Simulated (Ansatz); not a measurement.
Molecule: sum formula H₃SiSO₃, charge -1, multiplicity 1. It need not be the lowest isomer of its formula. Whether it binds its extra electron was not tested at this geometry. 
Structure (B3LYP-D3(BJ)/def2-TZVP (Ansatz, a first-principles code) minimum search):
SMILES: [O-][Si](O)(O)S
```xyz
8

O      0.2122    -1.0287     1.5400
Si     0.0756    -0.4401     0.1173
O      1.4633    -0.5652    -0.8505
O     -1.0701    -1.0095    -0.9765
S     -0.4339     1.7128     0.2225
H      2.2227    -0.6433    -0.2656
H     -0.6723    -1.6836    -1.5352
H     -0.5109     1.9119    -1.1051
```
Charge -1, spin multiplicity 1.

Basis-set convergence of Hartree-Fock and CCSD(T) correlation energies (hartree) with Ansatz. Valence correlation only, unless marked. Spin-orbit coupling is left out. No relativistic terms.

```csv
basis,functions,E(HF),"E(corr, CCSD(T))"
aug-cc-pV(D+d)Z,160,-913.05669,-0.92099
aug-cc-pV(T+d)Z,317,-913.14990,-1.12144
aug-cc-pV(Q+d)Z,556,-913.17158,-1.18809
```

Extrapolating the two largest sets (X = 3 and 4) as X^-3: E(corr) = (64·(-1.18809) - 27·(-1.12144))/37 = -1.2367 Eh, an estimate of the basis-set limit. The largest set recovers 96.1 % of it, the smallest 74.5 %.
